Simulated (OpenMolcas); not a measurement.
# Fe2+ in NaCl: curves along the breathing mode

Fe2+ with its 6 nearest chloride ions, on the Na site of NaCl (a = 5.64056 Å, distance in the model lattice 2.820 Å). The rest of the host is ab initio model potentials to 7.6 Å, with orthogonalisation functions on the cations behind the ligands, and point charges beyond; the distance is set by hand and nothing relaxes, and no local charge compensation is placed. Ligand basis ANO-RCC-VDZP.

| Property | Result |
| --- | --- |
| Program | OpenMolcas 26.06 |
| Method | CASSCF |
| Basis | ANO-RCC-VDZP [5s4p2d1f] |
| Scalar Hamiltonian | DKH2, point nucleus |
| Active space | 6 electrons in 5 orbitals (3d) |
| State averaging | 2S+1 = 5 even, 5 roots; 2S+1 = 3 even, 45 roots; 2S+1 = 1 even, 50 roots |
| Spin-orbit coupling | state interaction with AMFI integrals over the reference wave functions |

Spin-free energies (labels of O, the rotations of Oh) in cm-1 above the lowest fitted minimum, as all ligands move together:

```csv
R (Å),5T2,5E,3T1,3T2,3T1(2),3E,3T1(3)
2.464,610,6280,18390,20890,22920,25340,26070
2.522,-10,4940,18470,20640,22390,24500,25360
2.58,710,5040,19760,21630,23180,24990,25990
2.638,2560,6360,22080,23700,25090,26620,27730
2.696,5380,8720,25280,26670,27950,29220,30430
2.812,13430,16040,33910,34940,36050,36900,38270
```

Cubic fits give the following; the wavenumber is harmonic, with the mass of all moving ligands, small differences in it between states hang on the degree of the fit, a number in brackets counts states of one label, and the table is a selection of at most 14 states with clean curves.

```tsv
State	R0 (Å)	Breathing mode (cm-1)	Minimum (cm-1)
5T2	2.519	248	0
5E	2.547	250	4820
3T1	2.488	243	18270
3T2	2.504	244	20590
3T1(2)	2.515	247	22400
3E	2.529	246	24500
3T1(3)	2.523	246	25380
3T2(2)	2.510	246	25130
3A2	2.536	249	28200
3T1(4)	2.541	251	28350
3T2(3)	2.532	249	28440
3E(2)	2.533	251	29590
1T1	2.484	244	28030
```

The minimum of 5E is shifted by +0.0286 Å against 5T2 (from the unrounded fits). With M = 212.7 u for the moving shell, the Huang-Rhys factor in this mode is S = M ω ΔR² / 2ħ = 0.01483 × 212.7 × 248 × 0.0286² = 0.64. Only the first shell moves, against a rigid host.

An orbital triplet at a regular site is open to Jahn-Teller coupling, which can distort the site and quench the lowest spin-orbit gaps and is left out. Without dynamic correlation the repulsion within the d shell is too large (B by tens of per cent), so at a given field states of lower spin stand too high. Ligand-to-metal charge-transfer states are missing. With no ligand orbital active B as a rule stays too high, so bands that hang on it stand too high and its fall with covalency is understated. With metal d orbitals alone and no dynamic correlation the field as a rule comes out too small, by tens of per cent, by up to half for chloride and softer ligands, and with too little covalency χT stands high. No measured value stands beside these numbers.
